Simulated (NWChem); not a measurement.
System meant: CrNH$_{2}$SOF; SMILES [SH][Cr](=[O])([F])=[NH]

The following NWChem deck was run.

```
start job
memory heap 200 mb stack 900 mb global 1100 mb
geometry units angstroms noautoz
  Cr     0.018511     0.355467    -0.036742
  O      1.089436     0.739088     1.005306
  N      0.511558     0.719677    -1.530762
  H      1.401096     1.075486    -1.894606
  F     -1.492379     1.101693     0.278886
  S     -0.107414    -1.857140     0.047882
  H     -0.426878    -2.074124    -1.246650
end
basis spherical
  * library def2-svp
end
dft
  xc b3lyp
  iterations 4
  mulliken
end
task dft energy
```

End of the output:

```
    Atom       Charge   Shell Charges
 -----------   ------   -------------------------------------------------------
    1 Cr  24    23.87   2.00  2.00  1.89  0.28  0.09  5.99  5.84  1.05  2.91  1.78  0.03
    2 O    8     8.48   1.98  1.00  0.67  2.96  1.84  0.02
    3 N    7     6.64   1.97  0.80  0.52  1.87  1.46  0.03
    4 H    1     0.90   0.57  0.22  0.11
    5 F    9     9.27   1.98  1.03  0.76  3.34  2.17  0.01
    6 S   16    15.86   2.00  1.95  0.98  0.66  5.81  1.90  2.51  0.04
    7 H    1     0.98   0.60  0.30  0.08

 center of mass
 --------------
 x =  -0.04295222 y =   0.05154273 z =   0.03678168

 moments of inertia (a.u.)
 ------------------
         771.558136935155          -0.000000000000          -0.000000000000
          -0.000000000000         438.587469184082           0.000000000000
          -0.000000000000           0.000000000000         820.860186097536

     Multipole analysis of the density
     ---------------------------------

     L   x y z        total         alpha         beta         nuclear
     -   - - -        -----         -----         ----         -------
     0   0 0 0     -0.000000    -33.000000    -33.000000     66.000000

     1   1 0 0      1.280487      0.640244      0.640244     -0.000000
     1   0 1 0     -0.404390     -0.202195     -0.202195      0.000000
     1   0 0 1     -2.844876     -1.422438     -1.422438      0.000000

     2   2 0 0    -33.239460    -79.117149    -79.117149    124.994838
     2   1 1 0      3.298218     -1.762423     -1.762423      6.823064
     2   1 0 1     -5.673675     -0.515516     -0.515516     -4.642643
     2   0 2 0    -33.388419   -163.973189   -163.973189    294.557958
     2   0 1 1     -1.224144     -1.839354     -1.839354      2.454564
     2   0 0 2    -33.586832    -68.542765    -68.542765    103.498697

 ------------------------------------------------------------------------
 dft energy failed                                                                                  0
 ------------------------------------------------------------------------
 ------------------------------------------------------------------------
  current input line :
    20: task dft energy
 ------------------------------------------------------------------------
 ------------------------------------------------------------------------
 This type of error is most commonly associated with calculations not reaching convergence criteria
 ------------------------------------------------------------------------
 For more information see the NWChem manual at https://nwchemgit.github.io

0:dft energy failed:Received an Error in Communication
```

### Question
Can this run be used? If not, why, and what is the fix?

### Answer
Convergence was not reached. Cause: the SCF was allowed too few iterations. This input runs:
```
start job
memory heap 200 mb stack 900 mb global 1100 mb
geometry units angstroms noautoz
  Cr     0.018511     0.355467    -0.036742
  O      1.089436     0.739088     1.005306
  N      0.511558     0.719677    -1.530762
  H      1.401096     1.075486    -1.894606
  F     -1.492379     1.101693     0.278886
  S     -0.107414    -1.857140     0.047882
  H     -0.426878    -2.074124    -1.246650
end
basis spherical
  Cr library def2-svp
  O library def2-svp
  N library def2-svp
  H library def2-svp
  F library def2-svp
  S library def2-svp
end
dft
  xc b3lyp
  iterations 150
  mulliken
end
task dft energy
```
It converges to -1673.31602 Ha (B3LYP/def2-SVP).
